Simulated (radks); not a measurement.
Task: The mean radii <r> (bohr) of the occupied orbitals of an atom or ion are listed with their occupations. All-electron calculation, Dirac Kohn-Sham, PBE, spin-unpolarised, spherical densities, finite nucleus; Fermi nuclear charge, rms radius of each element as measured or else 0.836 A^(1/3) + 0.57 fm. Program: a radial shooting solver on a logarithmic mesh with Libxc functionals.

orbital     occ.      <r>
1s1/2          2  0.01659
2s1/2          2  0.06926
2p1/2          2  0.05693
2p3/2          4  0.06560
3s1/2          2   0.1797
3p1/2          2   0.1700
3p3/2          4   0.1857
3d3/2          4   0.1616
3d5/2          6   0.1664
4s1/2          2   0.3855
4p1/2          2   0.3848
4p3/2          4   0.4132
4d3/2          4   0.4097
4d5/2          6   0.4180
4f5/2    2.57143   0.4004
4f7/2    3.42857   0.4041

Name the element and its charge. Open shells, if any, are shared by 2j + 1.

Result: Z = 80, mercury, charge +28: Hg28+ in [Kr] 4d10 4f6. The 1s radius gives Z: for a bare nucleus <r> = (2 gamma + 1)/(2Z) with gamma = sqrt(1 - (Z/c)^2), 0.0164 bohr for Z = 80, and screening makes it slightly larger (0.01659 here). The occupations add up to 52, and the charge is Z minus that.
